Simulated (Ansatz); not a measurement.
SbH2Br. Charge 0, multiplicity 1. Geometry relaxed at r2SCAN-D4/def2-TZVP.

```csv
atom,x (Å),y (Å),z (Å)
Sb1,0.6418,0.5250,0.0119
H2,0.1486,-0.0922,-1.5087
H3,-0.9244,1.1798,0.2453
Br4,0.1340,-1.6126,1.2515
```

In the def2 sets Sb takes a core potential; there is no spin–orbit coupling.

(1) Estimate the harmonic wavenumbers at RKS r2SCAN-D4/def2-TZVP (Ansatz, unscaled). Is this a minimum?

Answers

(1) 247, 596, 613, 840, 1935, 1942 cm⁻¹. Yes, no mode is imaginary beyond noise. Zero-point energy 36.9 kJ/mol. Hardware: 4 threads of Arm Neoverse V1 on a shared host. Wall time 25 s.
